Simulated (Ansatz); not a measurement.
CH5GaSi, relaxed with RKS PBE-D4/def2-SVP in Ansatz 0.2.0 from a rough embedded geometry. The force threshold is 0.03 eV/Å; the program also tests the step.

Total charge 0; spin multiplicity 1. The bonds changed during the relaxation, so this is another structure than the one it started from.

Start:

```xyz
8

C    -1.001   -0.075    0.504
Si    0.697   -0.431   -0.095
Ga    0.241    1.950   -0.275
H    -1.611   -1.032    0.329
H    -1.474    0.740   -0.139
H     0.729   -0.593   -1.573
H     1.193   -1.689    0.538
H     1.227    1.131    0.711
```

```tsv
step	energy (eV)	largest force (eV/Å)	largest move (Å)
1	-61346.4205	3.315	0.000
2	-61347.5214	1.517	0.195
3	-61348.1567	0.815	0.200
4	-61348.6717	0.666	0.200
5	-61349.1153	0.730	0.195
6	-61349.4155	1.909	0.193
7	-61349.7728	0.488	0.197
8	-61349.9065	0.416	0.200
9	-61349.9725	0.347	0.199
10	-61349.9857	0.155	0.157
11	-61349.9882	0.228	0.169
12	-61349.9954	0.119	0.087
13	-61350.0041	0.097	0.152
14	-61350.0080	0.164	0.080
15	-61350.0115	0.193	0.086
16	-61350.0161	0.225	0.119
17	-61350.0206	0.208	0.070
18	-61350.0244	0.163	0.129
19	-61350.0268	0.127	0.073
20	-61350.0276	0.069	0.007
21	-61350.0281	0.004	0.014
```

End:

```xyz
8

C    -0.882    0.339    0.074
Si    0.793   -0.456   -0.227
Ga   -0.959    1.764    1.572
H    -1.630   -0.449    0.328
H    -1.233    0.835   -0.862
H     0.820   -1.466   -1.350
H     1.268   -1.165    1.019
H     1.823    0.598   -0.556
```

Run time 36 s (2 threads of an Arm Neoverse V1 on a shared host); peak host memory 0.13 GiB.
